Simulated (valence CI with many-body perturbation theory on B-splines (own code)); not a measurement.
# Basis-set convergence for Pr XXIX

Calculated by relativistic CI+MBPT: three valence electrons over a frozen Dirac-Fock core [Ar] 3d10, radial functions for each j: 9 s, 9 p, 8 d, 6 f, 3 g, 1 h, with the one-electron correlation potential Σ1 (screened to all orders), the two-electron term Σ2, the three-electron term Σ3, Breit, model QED; selected single and double excitations, second order for the rest, scaled by the run's own slope (own B-spline code, finite nucleus).

The last digits are not significant, and no measured levels were compared; by estimate large intervals hold to a few tenths of a per cent, small ones and those within an open d or f shell to about a per cent.

The reference run has the lowest level (4s^2 4p1/2) J=1/2 and an ionisation energy of 1029.19 eV. Its largest variational space holds 9590 state functions.

Levels are named by their leading jj configuration (3d3/2^4 stands for four electrons in 3d with j = 3/2), which in mixed levels can hold well under half, so a name can repeat and another be missing. Letters in brackets count levels of one name in rising energy.

Changed runs:
A. basis 6 s, 6 p, 5 d, 3 f, 1 g
B. basis 5 s, 5 p, 4 d, 2 f

Excitation energies of the reference run in cm⁻¹, and shifts in cm⁻¹:

```tsv
Level	Reference	A	B
(4s^2 4p3/2) J=3/2	230796	-18	-26
(4s 4p1/2^2) J=1/2	488919	-59	-182
(4s 4p1/2 4p3/2) J=3/2 [a]	657960	-158	-555
(4s 4p1/2 4p3/2) J=5/2	701350	-68	-184
(4s 4p1/2 4p3/2) J=3/2 [b]	768492	+42	+284
(4s 4p1/2 4p3/2) J=1/2	796153	+90	+477
(4s 4p3/2^2) J=5/2	915082	-90	-237
(4s 4p3/2^2) J=1/2	1027400	+133	+734
(4s 4p3/2^2) J=3/2	1029390	+70	+421
(4s^2 4d3/2) J=3/2	1119250	+220	+1218
(4s^2 4d5/2) J=5/2	1158170	+197	+1135
(4p1/2^2 4p3/2) J=3/2	1276460	-19	+7.4
Ionisation energy (eV)	1029.19	-0.02	-0.07
```
